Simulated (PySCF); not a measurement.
Precursor series Hf Cl-OH. All species are isolated molecules in the gas phase. One relaxed conformer stands for each flexible species; it need not be the lowest.

Calculation: TPSSh-D3(BJ)/def2-TZVP // BP86-D3(BJ)/def2-SVP (PySCF). All candidates: neutral, multiplicity 1. 

- HOMO–LUMO gap = 7.41 eV
- HOMO = -7.78 eV
- LUMO = -0.37 eV

Question: Say which member has these values.
(A) [Hf(Cl)(OH)3]
(B) [Hf(Cl)2(OH)2]
(C) [Hf(Cl)4]
(D) [Hf(OH)4]

Answer: A, [Hf(Cl)(OH)3]. The others give [Hf(Cl)2(OH)2]: 6.96 eV, -8.18 eV, -1.23 eV; [Hf(Cl)4]: 6.31 eV, -8.99 eV, -2.68 eV; [Hf(OH)4]: 7.32 eV, -7.46 eV, -0.13 eV
